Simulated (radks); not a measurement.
The titanium ion Ti2+, 20 electrons, occupied as [Ne] 3s2 3p5 3d3 (not the ground configuration). Calculated with a radial shooting solver on a logarithmic mesh with Libxc functionals: Dirac Kohn-Sham, BLYP, spin-unpolarised, spherical densities, finite nucleus; open shells fill j = l - 1/2 first; Fermi nuclear charge, rms radius 3.5921 fm.

Unscreened Slater integrals over Kohn-Sham orbitals (hartree). Large and small components are both included. Empty in this configuration: 3d5/2.

F0(3d3/2,3d3/2): 0.66094
F2(3d3/2,3d3/2): 0.30355
F0(3d3/2,3p3/2): 0.73645
F2(3d3/2,3p3/2): 0.34491
G1(3d3/2,3p3/2): 0.43023
G3(3d3/2,3p3/2): 0.25835
F0(3d3/2,3p1/2): 0.73875
G1(3d3/2,3p1/2): 0.43132
F0(3d3/2,3s1/2): 0.75836
G2(3d3/2,3s1/2): 0.32444
F0(3d3/2,3d5/2): 0.66014
F2(3d3/2,3d5/2): 0.30320
G2(3d3/2,3d5/2): 0.30307
G4(3d3/2,3d5/2): 0.18812
F0(3p3/2,3p3/2): 0.83795
F2(3p3/2,3p3/2): 0.42000
F0(3p3/2,3p1/2): 0.84105
G2(3p3/2,3p1/2): 0.42135
F0(3p3/2,3s1/2): 0.86672
G1(3p3/2,3s1/2): 0.57519
F0(3p3/2,3d5/2): 0.73542
F2(3p3/2,3d5/2): 0.34436
G1(3p3/2,3d5/2): 0.42960
G3(3p3/2,3d5/2): 0.25796
F0(3p1/2,3p1/2): 0.84420
F0(3p1/2,3s1/2): 0.87012
G1(3p1/2,3s1/2): 0.57753
F0(3p1/2,3d5/2): 0.73771
G3(3p1/2,3d5/2): 0.25835
F0(3s1/2,3s1/2): 0.89877
F0(3s1/2,3d5/2): 0.75724
G2(3s1/2,3d5/2): 0.32381
F0(3d5/2,3d5/2): 0.65934
F2(3d5/2,3d5/2): 0.30285
F4(3d5/2,3d5/2): 0.18798
